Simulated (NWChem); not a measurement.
System: C2H8Si2; SMILES C1[SiH2][SiH2]C1

Here is an NWChem input.

```
start job
memory heap 200 mb stack 900 mb global 1100 mb
geometry units angstroms noautoz
  C      0.746666    -0.237404     1.258769
  C     -0.746666     0.237404     1.258769
  Si    -1.168453    -0.085835    -0.594905
  Si     1.168453     0.085835    -0.594905
  H      0.796620    -1.317895     1.444081
  H      1.369003     0.250914     2.016945
  H     -0.796620     1.317895     1.444081
  H     -1.369003    -0.250914     2.016945
  H     -2.089180     0.871959    -1.272324
  H     -1.684339    -1.466032    -0.829651
  H      1.684339     1.466032    -0.829651
  H      2.089180    -0.871959    -1.272324
end
basis spherical
  * library def2-tzvp
end
dft
  xc hfexch
  iterations 150
  semidirect filesize 400000000
  mulliken
end
task dft energy
```

NWChem printed, in part:

```
             Northwest Computational Chemistry Package (NWChem) 7.3.0
             --------------------------------------------------------

 C2  symmetry detected

                             Geometry "geometry" -> ""
                             -------------------------

 Output coordinates in angstroms (scale by  1.889725989 to convert to a.u.)

  No.       Tag          Charge          X              Y              Z
 ---- ---------------- ---------- -------------- -------------- --------------
    1 C                    6.0000     0.74360801    -0.24681551     1.23447754
    2 C                    6.0000    -0.74360801     0.24681551     1.23447754
    3 Si                  14.0000    -1.16944390    -0.07107051    -0.61919646
    4 Si                  14.0000     1.16944390     0.07107051    -0.61919646
    5 H                    1.0000     0.77991135    -1.32785125     1.41978954
    6 H                    1.0000     1.37206287     0.23360338     1.99265354
    7 H                    1.0000    -0.77991135     1.32785125     1.41978954
    8 H                    1.0000    -1.37206287    -0.23360338     1.99265354
    9 H                    1.0000    -2.07800046     0.89827595    -1.29661546
   10 H                    1.0000    -1.70272074    -1.44464174    -0.85394246
   11 H                    1.0000     1.70272074     1.44464174    -0.85394246
   12 H                    1.0000     2.07800046    -0.89827595    -1.29661546

 Effective nuclear repulsion energy (a.u.)     214.7395683773

      Symmetry information
      --------------------

 Group name             C2
 Group number              4
 Group order               2
 No. of unique centers     6

  xc_inp: hfexch multiplicative factor not found.

                                 NWChem DFT Module
                                 -----------------

 Summary of "ao basis" -> "ao basis" (spherical)
 ------------------------------------------------------------------------------
       Tag                 Description            Shells   Functions and Types
 ---------------- ------------------------------  ------  ---------------------
 C                         def2-tzvp                11       31   5s3p2d1f
 Si                        def2-tzvp                13       37   5s5p2d1f
 H                         def2-tzvp                 4        6   3s1p

      Symmetry analysis of basis
      --------------------------

        a          92
        b          92

            General Information
            -------------------
          SCF calculation type: DFT
          Wavefunction type:  closed shell.
          No. of atoms     :    12
          No. of electrons :    48
           Alpha electrons :    24
            Beta electrons :    24
          Charge           :     0
          Spin multiplicity:     1
          Use of symmetry is: on ; symmetry adaption is: on
          Maximum number of iterations: 150
          AO basis - number of functions:   184
                     number of shells:    80
          Convergence on energy requested:  1.00D-06
          Convergence on density requested:  1.00D-05
          Convergence on gradient requested:  5.00D-04

              XC Information
              --------------
                     Hartree-Fock (Exact) Exchange  1.000

      Superposition of Atomic Density Guess
      -------------------------------------

 Sum of atomic energies:        -657.01195100

      Non-variational initial energy
      ------------------------------

 Total energy =    -659.211229
 1-e energy   =   -1332.842772
 2-e energy   =     458.891974
 HOMO         =      -0.293610
 LUMO         =       0.027153

      Symmetry analysis of molecular orbitals - initial
      -------------------------------------------------

  Numbering of irreducible representations:

     1 a           2 b

  Orbital symmetries:

     1 b           2 a           3 a           4 b           5 a
     6 b           7 a           8 b           9 b          10 a
    11 a          12 b          13 a          14 b          15 a
    16 b          17 b          18 a          19 a          20 b
    21 a          22 a          23 b          24 a          25 a
    26 b          27 b          28 a          29 b          30 a
    31 b          32 b          33 a          34 b

------------------------------------------------------------
EAF file 0: "./job.aoints.0" size=403177472 bytes
------------------------------------------------------------
               write      read    awrite     aread      wait
               -----      ----    ------     -----      ----
     calls:      769         0         0         0         0
   data(b): 4.03e+08  0.00e+00  0.00e+00  0.00e+00
   time(s): 0.00e+00  0.00e+00  0.00e+00  0.00e+00  0.00e+00
rate(mb/s): 0.00e+00  0.00e+00
------------------------------------------------------------

     ---------------------------------------------
      Total Density - Mulliken Population Analysis
     ---------------------------------------------

    Atom       Charge   Shell Charges
 -----------   ------   -------------------------------------------------------
    1 C    6     6.53   0.86  1.12  0.55  0.69  0.10  1.23  1.48  0.43  0.01  0.05  0.00
    2 C    6     6.53   0.86  1.12  0.55  0.69  0.10  1.23  1.48  0.43  0.01  0.05  0.00
    3 Si  14    13.73   2.00  0.59  1.39  0.89  0.50  4.11  1.73  0.51  1.33  0.49  0.08  0.09  0.02
    4 Si  14    13.73   2.00  0.59  1.39  0.89  0.50  4.11  1.73  0.51  1.33  0.49  0.08  0.09  0.02
    5 H    1     0.82   0.24  0.44  0.12  0.02
    6 H    1     0.84   0.24  0.45  0.12  0.02
    7 H    1     0.82   0.24  0.44  0.12  0.02
    8 H    1     0.84   0.24  0.45  0.12  0.02
    9 H    1     1.04   0.22  0.54  0.26  0.01
   10 H    1     1.04   0.22  0.54  0.26  0.01
   11 H    1     1.04   0.22  0.54  0.26  0.01
   12 H    1     1.04   0.22  0.54  0.26  0.01

[...]
```

Level: Hartree-Fock/def2-TZVP. All runs use the structure optimised with B3LYP/6-31G* (spherical d).
